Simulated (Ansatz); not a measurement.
# Which method gave which barrier?

Saddle point of BHBrCl₃, singlet (BCl₃ ([Cl][B]([Cl])[Cl]) + HBr → BBrCl₂ ([Cl][B]([Cl])[Br]) + HCl; bonds formed: B1–Br6, Cl2–H5; bonds broken: B1–Cl2, H5–Br6), PBE0-D4/def2-TZVP structure:

B1  (-0.431, -0.264, -0.177)
Cl2  (0.946, 0.820, -1.124)
Cl3  (-0.310, -1.963, -0.625)
Cl4  (-2.001, 0.532, -0.228)
H5  (1.255, 0.788, 0.392)
Br6  (0.541, 0.086, 1.761)
(Å)

Program: Ansatz 0.2.0. Basis: def2-TZVPP, with def2-QZVPP for the basis limit. Cores are frozen in the correlated methods. Filled d shells of the heavier atoms are correlated. The def2 sets are not built for correlating such inner shells, so the correlated values are less sure here. B3LYP uses VWN-RPA correlation. Extrapolation: Hartree–Fock as exp(−7.88 √X), correlation as X^−2.97. Four methods, as single points on the PBE0-D4 structures, gave these electronic barriers from the start structure: 0.431, 1.049, 1.145, 2.012 eV.

(1) The methods were, in alphabetical order, B3LYP-D4, HF, MP2, SPW92. Which gave which? (Judge from chemistry; the calculation decides.)

The T1 diagnostic stays at or below 0.010.

## Answers

(1) By the calculation: SPW92 0.431; MP2 1.049; B3LYP-D4 1.145; HF 2.012 eV. For comparison, CCSD(T) at an estimated basis limit (MP2 extrapolated from triple and quadruple zeta, plus CCSD(T) − MP2 in triple zeta) gives 1.128 eV.

Labels in which every atom is bracketed show which atoms are joined, not bond orders.

For scale, one of the runs: CCSD(T)/def2-TZVPP, 219 basis functions, launched by `ansatz run in.yaml --threads 8 --pin off --events-out ev --progress --plain --max-ram 19148MiB`. Hardware: 8 CPU threads of an Arm Neoverse V1, shared host. Wall time 79 s; peak host memory 3.2 GiB.
